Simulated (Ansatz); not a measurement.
`C=CC(F)(F)F` + `OB(O)S` → `OB(O)SC(F)(F)F` + ethylene  (substitution at a C–C bond)

Computed with Ansatz on PBE0-D4/def2-TZVP structures; ΔE is electronic, products minus reactants. CBS: MP2 limit from def2 TZ/QZ plus the TZ coupled-cluster correction, frozen cores. This one scheme is used for every species. Functionals use def2-TZVPP. B3LYP here is the variant with VWN-RPA as its local correlation; programs differ in this. Each species was taken in one conformer, which may not be the lowest.

CCSD(T)/CBS gives +41.0 kJ/mol.

Another level gave +40.7 kJ/mol. Which?
A. HF/def2-TZVPP
B. r2SCAN/def2-TZVPP
C. CCSD/def2-TZVPP
D. B3LYP/def2-TZVPP

D. B3LYP 40.7, HF/def2-TZVPP 54.1, r2SCAN 36.6, CCSD/def2-TZVPP 46.7 kJ/mol.

Largest T1 diagnostic among the species: 0.013.

In def2-TZVPP, CCSD(T) changes the Hartree–Fock value by −10.7 kJ/mol (the triples alone add −3.3 kJ/mol) and MP2 by −11.4 kJ/mol. From PBE to PBE0 (25 % exact exchange), in def2-TZVPP and without D4, ΔE moves by +5.9 kJ/mol.
